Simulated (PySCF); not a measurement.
# TlSi: from constants to spectrum

UHF-CCSD(T) constants of TlSi, ⁴Σ⁻ (quartet), unpaired electrons σ ↑, π ↑↑ (PySCF, scalar-relativistic core potentials, basis sets Tl def2-SVPD with ECP60, Si def2-SVPD; masses 204.9744 and 27.9769 u):

| Quantity | Value |
| --- | --- |
| ωe | 226.8 cm⁻¹ |
| ωexe | 0.656 cm⁻¹ |
| Be | 0.092705 cm⁻¹ |
| αe | 0.000443 cm⁻¹ |
| D (centrifugal) | 6.2e-08 cm⁻¹ |
| De to Tl + Si | 1.95 eV |

**Question.** Give the vibrational terms G(v) and spacings up to v = 6.

**Answer.** G(v) = ωe(v+½) − ωexe(v+½)².

| v | G(v) (cm⁻¹) | G(v) − G(v−1) | Bv (cm⁻¹) |
| --- | --- | --- | --- |
| 0 | 113.2 |  | 0.09248 |
| 1 | 338.7 | 225.5 | 0.09204 |
| 2 | 562.9 | 224.2 | 0.09160 |
| 3 | 785.8 | 222.9 | 0.09115 |
| 4 | 1007.3 | 221.6 | 0.09071 |
| 5 | 1227.6 | 220.2 | 0.09027 |
| 6 | 1446.5 | 218.9 | 0.08983 |

**Question.** How well does the Morse estimate ωe²/(4ωexe) reproduce De, and what is D0?

**Answer.** It gives 2.43 eV, 125 % of the computed De. D0 = De − G(0) = 1.95 − 0.01 = 1.94 eV.

Correlated steps freeze 9 core orbitals. Correlated levels converge slowly with the basis: in double zeta they bind strong bonds too weakly, by up to about 1 eV, and carry superposition errors of some tenths. Spin–orbit coupling is left out, which matters for elements this heavy, above all for dissociation energies. The state is the lowest determinant that a PBE0 search found; another state may lie lower at other levels.
